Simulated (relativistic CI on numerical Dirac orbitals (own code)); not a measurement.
# Mn⁵⁺ in a cubic cluster: 3s photoemission with charge transfer

Computed with a charge-transfer multiplet model of a cubic metal-ligand cluster with up to 2 ligand holes, Slater and spin-orbit integrals from Dirac-Coulomb-Breit ions, Slater integrals scaled by 0.7. The ground state mixes d2 with configurations of k ligand holes L, whose averages lie at kΔ + k(k − 1)U_dd/2; a core hole lowers each added d electron by U_cd. 20 K, Lorentzian 1.4 eV and Gaussian 0.8 eV FWHM.

Atomic integrals in eV (Slater integrals scaled, ζ unscaled), ground: F2dd 9.285, F4dd 5.869, zeta_d 0.057; with the core hole: F2dd 9.870, F4dd 6.263, zeta_d 0.065, G2cd 9.334.

Cluster parameters (eV): Δ = -1.2, U_dd = 6.2, U_cd = 7.8, 10Dq = 2.45, 10Dq(ligand) = 0.5, final-state hopping factor = 1.

Weights, n_d and S are thermal averages at 20 K. Binding energies count from the first peak over 30 % of the highest in each spectrum, which can be another peak from case to case. The parameters are a model scan and need not match a compound or its usual spin state. Peaks in eV (height, largest 100): 0.0 (71), 4.6 (100), 8.8 (69), 12.8 (68).

(1) Which parameters give this spectrum?
A. V(eg) = 1.8 eV, V(t2g) = -0.87 eV
B. V(eg) = 0.9 eV, V(t2g) = -0.43 eV
C. V(eg) = 2.4 eV, V(t2g) = -1.16 eV

Results:

(1) B. V(eg) = 0.9 eV, V(t2g) = -0.43 eV; the ground state then has 3.08 d electrons and S = 2.00. The choice follows from running the model for each set and comparing peak positions and heights. Without intra-shell correlation the exchange splitting of the 3s hole comes out too large. The space is cut while the next configuration still counts.
